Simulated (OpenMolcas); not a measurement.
**What dynamic correlation does to the levels of Mo²⁺**

- Program: OpenMolcas 26.06
- Basis: ANO-RCC-VTZP [7s6p4d2f1g]
- Scalar Hamiltonian: DKH2, point nucleus
- Active space: 4 electrons in 9 orbitals (RAS2 4d 5s; RAS3 5p, at most 2 electrons)
- State averaging: 2S+1 = 5 even, 15 roots; 2S+1 = 3 even, 90 roots kept (CI in the orbitals of an earlier block); 2S+1 = 1 even, 90 roots kept (CI in the orbitals of an earlier block, 84 in the spin-orbit step); 2S+1 = 5 odd, 30 roots (21 in the spin-orbit step); 2S+1 = 3 odd, 84 roots kept (CI in the orbitals of an earlier block, 5 in the spin-orbit step); 2S+1 = 1 odd, 89 roots kept (CI in the orbitals of an earlier block, 0 in the spin-orbit step)
- Spin-orbit coupling: RASSI with atomic mean-field integrals over the reference wave functions, term energies averaged over their components

Methods on the same reference wave functions:
A. RASSCF
B. SS-RASPT2, IPEA 0.25 Eh, imaginary shift 0.1 Eh (closed shells correlated: 4s 4p)
C. MS-RASPT2, IPEA 0.25 Eh, imaginary shift 0.1 Eh (closed shells correlated: 4s 4p)

Energies in cm⁻¹ above 4d⁴ ⁵D₀, the measured ground level; measured values from Sugar and Musgrove, J. Phys. Chem. Ref. Data 17, 155 (1988).

```
     Level      A      B      C  Measured
   4d⁴ ⁵D₀    0.0    0.0    0.0       0.0
   4d⁴ ⁵D₁    235    251    251       242
   4d⁴ ⁵D₂    662    694    694       668
   4d⁴ ⁵D₃   1233   1269   1269      1224
   4d⁴ ⁵D₄   1912   1937   1937      1872
4d⁴ ³P₀(1)  14969  11940  11940     11149
4d⁴ ³P₁(1)  16226  13230  13230     12510
   4d⁴ ³H₄  16238  13870  13870     12680
   4d⁴ ³H₅  16779  14490  14490     13276
   4d⁴ ³H₆  17293  15040  15040     13811
4d⁴ ³F₂(1)  17944  14960  14960     13929
4d⁴ ³F₃(1)  18005  15000  15000     13948
4d⁴ ³P₂(1)  18208  15160  15160     14358
4d⁴ ³F₄(1)  18279  15360  15360     14296
   4d⁴ ³G₃  20376  17110  17110     15871
   4d⁴ ³G₄  20849  17560  17560     16283
   4d⁴ ³G₅  21251  17990  17990     16714
   4d⁴ ¹I₆  25155  21560  21560     20290
   4d⁴ ³D₃  25587  20720  20720     19488
   4d⁴ ³D₂  25670  20820  20820     19577
   4d⁴ ³D₁  25997  21150  21150          
4d⁴ ¹G₄(1)  26262  22280  22280     20612
4d⁴ ¹D₂(1)  29805  24720  24720     22806
   4d⁴ ¹S₀  29838  24390  24390     22990
```

Deviations, from unrounded energies. A percentage is the sum of absolute deviations over the sum of measured energies, with the sign that they share, or ± where signs differ.

```tsv
Against measurement	Levels	A	B	C
mean absolute deviation (cm-1)	22	3800	990	990
fine structure of the ground term (%)	4	±1.6	+3.6	+3.6
other terms of the ground configuration (%)	18	+28.6	+7.3	+7.3
```

B, C lie about equally close to measurement and A furthest from it. The largest miss of C in the table is 4d⁴ ¹D₂(1), by +1900 cm-1. The ranking rests on the paired levels alone, and a cruder setting can come out closer through cancelling errors.

Between B and C no level of the table moves by more than 5 cm-1.

The two smallest mean deviations differ by little beside CASPT2's spread within terms, so their order carries little weight.

From A to B the spin-free energies of the other terms of 4d⁴ shown, above ⁵D, scale by factors of 0.80 to 0.85, as is usual when dynamic correlation screens the repulsion within a d or f shell.

The lowest spin-free term lies below A's lowest term by 0.336 hartree in B, 0.336 hartree in C.

Term energies are means over components that CASPT2 splits; among the terms shown or strongly mixed into the levels shown the widest spread is 190 cm-1 (4d⁴ ¹G(1), C). Some high roots are left out of the spin-orbit mixing, which shifts the levels that they would mix with. Terms from blocks run as CI alone lack orbitals of their own. Without dynamic correlation excited terms often stand tens of per cent too high (terms of higher spin than the ground term too low), and those without a measured partner can miss by more than the paired ones (holds for A). Configurations are named by rounded mean occupations; where the s occupation lies near a half they are strongly mixed, a name can repeat and a true partner stay unpaired (holds for B; C). Blocks of more than 70 roots (2S+1 = 3 even, 1 even) ran without multistate coupling (holds for C). Computed and measured levels are paired by configuration, term and J; levels that our copy of the source lacks, or whose pairing is in doubt (as where it misses far off the trend of its configuration), stay unpaired and out of the deviations. Levels of configurations outside the active space are missing. Levels that lie high or do not pair safely by name in every column are left out.

A number in round brackets counts repeated terms of one configuration in the order of the reference energies.
